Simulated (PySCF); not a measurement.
**Stretching SrO**

Set-up: PySCF, scalar-relativistic core potentials, basis sets Sr def2-SVPD with ECP28, O def2-SVPD. Energies in eV from Sr + O in their ground configurations at the same level. State: ¹Σ⁺ (singlet), closed shell.

Curves on a restricted Hartree–Fock reference rise too fast on stretching and do not dissociate correctly.

```csv
R (Å),CAM-B3LYP,BLYP,RHF-CCSD,RHF-MP2
1.689,-2.561,-2.974,,-2.702
1.768,-3.282,-3.752,-2.419,-3.519
1.846,-3.691,-4.222,-2.905,-4.016
1.905,-3.839,-4.418,-3.107,-4.227
1.964,-3.881,-4.511,-3.202,-4.331
2.023,-3.839,-4.522,-3.211,-4.353
2.102,-3.686,-4.442,-3.124,-4.289
2.200,-3.387,-4.234,-2.904,-4.115
2.317,-2.939,-3.891,-2.550,-3.864
2.475,-2.290,-3.362,,-3.619
```

Q: Put a parabola through the three lowest points of the CAM-B3LYP curve and estimate Re, k and ωe (reduced mass 13.53 u; 1 eV/Å² = 0.16022 mdyn/Å; ωe = 1302.8·√(k/μ) cm⁻¹).

A: Through R = 1.905, 1.964, 2.023 Å the second-order coefficient is 12.1 eV/Å², so Re ≈ 1.964 Å, k ≈ 3.87 mdyn/Å and ωe ≈ 696 cm⁻¹. A polynomial fit of higher order to the unrounded CAM-B3LYP energies gives Re = 1.962 Å, k = 3.88 mdyn/Å, ωe = 698 cm⁻¹; anharmonicity and rounding make the difference.

The higher-order fit for each curve: CAM-B3LYP: Re = 1.962 Å, ωe = 698 cm⁻¹, De = 3.88 eV; BLYP: Re = 2.002 Å, ωe = 631 cm⁻¹, De = 4.53 eV; RHF-CCSD: Re = 2.000 Å, ωe = 649 cm⁻¹, De = 3.22 eV; RHF-MP2: Re = 2.012 Å, ωe = 618 cm⁻¹, De = 4.35 eV.

Correlated steps freeze 1 core orbital. Correlated levels converge slowly with the basis: in double zeta they bind strong bonds too weakly, by up to about 1 eV, and carry superposition errors of some tenths. Where the molecule has an RHF reference, its open-shell atoms are computed with UHF. The CCSD T1 diagnostic is raised, a sign that a single reference may not be enough here.
